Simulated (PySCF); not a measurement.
**Bond length, frequency and bond energy of PrCl by level of theory**

State: quintet, about 2.9 electrons in the 4f shell (Mulliken), real f orbitals that mix terms. Set-up: Pr x2c-TZVPall, Cl x2c-TZVPall; spin-free X2C with a Gaussian nucleus (PySCF 2.14). De refers to Pr (4f3 6s2) + Cl in their high-spin ground configurations, without counterpoise correction. The functionals are run spin-unrestricted. A positive dipole means Pr(−)Cl(+).

| Level | Re (Å) | ωe (cm⁻¹) | De (eV) | μ (D) | CPU s a point (SCF and correlation, without the integrals) |
| --- | --- | --- | --- | --- | --- |
| UHF | 2.693 | 273 | n/a | -4.70 | 9.9 |
| UHF-MP2 | 2.574 | 307 | n/a | n/a | 17 |
| UHF-SCS-MP2 | 2.600 | 299 | n/a | n/a | n/a |
| PBE | 2.562 | 302 | 5.03 | -4.13 | 25 |
| r²SCAN | 2.579 | 301 | 5.27 | -4.48 | 21 |
| PBE0 | 2.579 | 299 | 4.86 | -4.53 | 21 |
| B97-3 | 2.607 | 289 | 4.54 | -4.45 | 45 |
| HSE06 | 2.581 | 298 | 4.85 | -4.57 | 31 |
| B2PLYP | 2.600 | 297 | 4.57 | -4.71 | 21 |

The bond length runs from 2.562 Å (PBE) to 2.693 Å (UHF). De spans 4.54 eV (B97-3, global hybrid GGA) to 5.27 eV (r²SCAN, meta-GGA).

Correlated steps freeze 23 core orbitals. Spin–orbit coupling is left out, which matters for elements this heavy, above all for dissociation energies. B2PLYP dipoles, levels and charges come from its SCF part alone. With d or f electrons several states lie close, and the lowest PBE0 determinant need not be the measured ground state.

The whole job (state search and all levels along the bond) took about 16 min on 4 threads of Arm Neoverse V2 (shared host), peak memory 13 GiB.
